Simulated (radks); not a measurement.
Results of a calculation; reference values are marked as such.
Removal energies from the mercury ion Hg6+, [Xe] 4f14 5d(3/2: 4, 5/2: 2), by Delta-SCF beside the eigenvalue of the level emptied. Code: a radial shooting solver on a logarithmic mesh with Libxc functionals. Model: Dirac Kohn-Sham, BLYP, spin-unpolarised, spherical densities, finite nucleus; Fermi nuclear charge, rms radius of each element as measured or else 0.836 A^(1/3) + 0.57 fm. Sub-shells are occupied by j as written (lower j first in brackets).

5d5/2: final configuration [Xe] 4f14 5d(3/2: 4, 5/2: 1); Delta-SCF (eV) 96.237; -eigenvalue (eV) 87.787
5d3/2: final configuration [Xe] 4f14 5d(3/2: 3, 5/2: 2); Delta-SCF (eV) 98.927; -eigenvalue (eV) 90.313
5p3/2: final configuration [Kr] 4d10 4f14 5s2 5p(1/2: 2, 3/2: 3) 5d(3/2: 4, 5/2: 2); Delta-SCF (eV) 154.99; -eigenvalue (eV) 145.12
5p1/2: final configuration [Kr] 4d10 4f14 5s2 5p(1/2: 1, 3/2: 4) 5d(3/2: 4, 5/2: 2); Delta-SCF (eV) 174.95; -eigenvalue (eV) 164.48
